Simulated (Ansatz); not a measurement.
Total energies of (CuSH)2 ring (Cu₂H₂S₂) from Ansatz at r2SCAN-D4/def2-TZVP, gas phase (1 Eh = 27.2114 eV = 2625.5 kJ/mol). The reference geometry is relaxed at PBE0-D4/def2-SVP.

```tsv
atom	x (Å)	y (Å)	z (Å)
Cu1	-0.224	0.634	-1.039
S2	-1.956	0.384	0.468
Cu3	0.228	0.207	1.199
S4	1.960	0.514	-0.298
H5	-2.146	-0.940	0.254
H6	2.139	-0.798	-0.584
```

```csv
state,geometry,energy (Eh)
charge 0 singlet,reference,-4078.70585
charge 1 doublet,reference,-4078.41764
free Cu atom (doublet),–,-1640.46806
free S atom (triplet),–,-398.08366
free H atom (doublet),–,-0.49993
```

(1) Work out the vertical ionisation energy to the doublet.

(2) What is the binding energy per atom against free atoms?

(1) E(charge 1 doublet) − E(charge 0 singlet) = -4078.41764 − (-4078.70585) = 0.28821 Eh = 7.84 eV. For comparison, −ε of the highest occupied level is 5.03 eV at this level, 2.81 eV less.

(2) Atoms: 2 × (-1640.46806) + 2 × (-398.08366) + 2 × (-0.49993) = -4078.10330 Eh. Binding: -4078.10330 − (-4078.70585) = 0.60255 Eh = 16.40 eV, or 2.73 eV for each of 6 atoms (no zero-point energy, no counterpoise term).
